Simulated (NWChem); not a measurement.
System: trichloroethylene (C₂HCl₃); SMILES ClC(Cl)=CCl

NWChem input:

```
start job
memory heap 200 mb stack 900 mb global 1100 mb
geometry units angstroms noautosym nocenter noautoz
  Cl    -0.374122    -2.249357     0.000000
  C     -0.925272    -0.631667     0.000000
  C     -0.108454     0.430210     0.000000
  Cl     1.598862     0.313195     0.000000
  Cl    -0.754350     2.025529     0.000000
  H     -2.007731    -0.496290     0.000000
end
basis spherical
  * library 6-31g*
end
dft
  xc hfexch
  iterations 150
end
property
  shielding
end
task dft property
```

All runs use the structure optimised with PBE0/def2-SVP.

GIAO values for the isolated, static molecule; σ is the absolute isotropic shielding, δ = σ(reference) − σ with the isolated reference molecule computed at the same levels (13C: tetramethylsilane, 1H: tetramethylsilane).

Atoms are numbered as in the input.

Give the results of this calculation. (Hartree-Fock/6-31G* (spherical d), GIAO.) Quantities: σ Cl1 (ppm); δ C2 (ppm); δ C3 (ppm); σ Cl4 (ppm); σ Cl5 (ppm); δ H6 (ppm).


```yaml
"σ Cl1 (ppm)": 835.2
"δ C2 (ppm)": 124.8
"δ C3 (ppm)": 133.2
"σ Cl4 (ppm)": 755.1
"σ Cl5 (ppm)": 754.1
"δ H6 (ppm)": 6.16
```
